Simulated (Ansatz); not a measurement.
C2H8BNO (`COB(C)N`), relaxed with RKS PBE0-D4/def2-TZVP in the Gaussian-basis code of Ansatz from a GFN2-xTB geometry. The force threshold is 0.005 eV/Å; the program also tests the step.

Charge 0, multiplicity 1.

Start:

```xyz
13

C     0.398   -1.744   -0.692
O     0.698   -0.888    0.376
B     0.157    0.362    0.495
C    -0.871    0.991   -0.553
N     0.565    1.085    1.622
H     0.705   -1.309   -1.649
H     0.946   -2.675   -0.532
H    -0.673   -1.962   -0.740
H    -1.779    0.394   -0.618
H    -1.163    2.003   -0.287
H    -0.445    1.024   -1.554
H     0.251    2.013    1.839
H     1.210    0.707    2.292
```

```tsv
step	energy (eV)	largest force (eV/Å)	largest move (Å)
1	-6415.5965	0.477	0.000
2	-6415.6071	0.237	0.029
3	-6415.6094	0.035	0.022
4	-6415.6095	0.011	0.003
5	-6415.6095	0.014	0.003
6	-6415.6095	0.002	0.004
```

End:

```xyz
13

C     0.382   -1.724   -0.697
O     0.702   -0.890    0.385
B     0.162    0.369    0.507
C    -0.851    0.965   -0.545
N     0.570    1.100    1.636
H     0.685   -1.285   -1.654
H     0.917   -2.666   -0.566
H    -0.691   -1.940   -0.742
H    -1.750    0.345   -0.624
H    -1.172    1.978   -0.296
H    -0.413    0.993   -1.547
H     0.245    2.027    1.835
H     1.214    0.727    2.311
```

Run time 40 s (2 threads of an AMD EPYC 7R13 on a shared host and a share of an NVIDIA H100 80 GB); peak host memory 0.82 GiB.
